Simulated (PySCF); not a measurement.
ZnS at BHandHLYP

Level: BHandHLYP. PySCF, no relativity, basis sets Zn def2-TZVPPD, S def2-TZVPPD.

For ZnS, the state is ¹Σ⁺ (singlet), closed shell, the bond length is 2.072 Å and the harmonic wavenumber is 448 cm⁻¹. The force constant is 2.53 mdyn/Å. The rotational constant Be is 0.1843 cm⁻¹, the anharmonicity ωexe is 2.24 cm⁻¹ and the vibration–rotation constant αe is 0.00109 cm⁻¹. The well depth De to Zn + S is 0.98 eV. The dissociation energy D0 is 0.95 eV. The HOMO–LUMO gap is 3.95 eV. The bond order (Mayer) is 1.70 and the dipole moment (positive dipole means Zn(−)S(+)) is -6.06 D.
